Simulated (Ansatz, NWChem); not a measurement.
## The same job for Ansatz

This NWChem 7.3.0 job computes TiH2SCl2O (SMILES [OH][Ti]([SH])([Cl])[Cl]):

geom.nw:
```
start geom
memory 2200 mb
charge 0

geometry units angstroms noautosym nocenter noautoz
   O       -1.377300       0.558700       0.862300
   Ti      -0.135200       0.038500      -0.245900
   S        1.377700      -1.025800       1.066100
   Cl      -0.905600      -1.341600      -1.764100
   Cl       0.823000       1.739800      -1.232100
   H       -1.863900       1.272300       1.275800
   H        2.142400      -1.309900      -0.007900
end

basis spherical bse
   * library 3-21G
end

scf
   thresh 1e-08
   maxiter 80
   noprint "final vectors analysis"
end

task scf gradient
```

```bash
$ nwchem geom.nw > geom.out
```

Geometry: relaxed at PBE0-D4/def2-TZVP. This is one conformer, not always the lowest.

The shape isn't stationary at this level (largest force 2.7 eV/Å).

It gives a total energy of -2230.240343 Eh.

Task: Translate the job to Ansatz 0.2.0 as an input file of the program's own.

Result: This input was run:

run.yaml:
```yaml
crystal:
  periodic: [false, false, false]
  atoms:
    - {symbol: O, position_ang: [-1.377300, 0.558700, 0.862300]}
    - {symbol: Ti, position_ang: [-0.135200, 0.038500, -0.245900]}
    - {symbol: S, position_ang: [1.377700, -1.025800, 1.066100]}
    - {symbol: Cl, position_ang: [-0.905600, -1.341600, -1.764100]}
    - {symbol: Cl, position_ang: [0.823000, 1.739800, -1.232100]}
    - {symbol: H, position_ang: [-1.863900, 1.272300, 1.275800]}
    - {symbol: H, position_ang: [2.142400, -1.309900, -0.007900]}
basis:
  gaussian: {orbitals: 3-21G-spherical.json}
total_charge: 0
hamiltonian: {xc: hf}
accuracy: high
output: {forces: true, orbitals: {seedname: orbitals}}
```

```bash
$ ansatz run run.yaml --threads 1 --pin off --max-ram 2610MiB --events-out events.jsonl --progress --plain --runs-dir runs
```

(Basis files named in the input come from the Basis Set Exchange and aren't shown.)

Its energy is -2230.240343 Eh, the same as the first but for the last digit, at most.
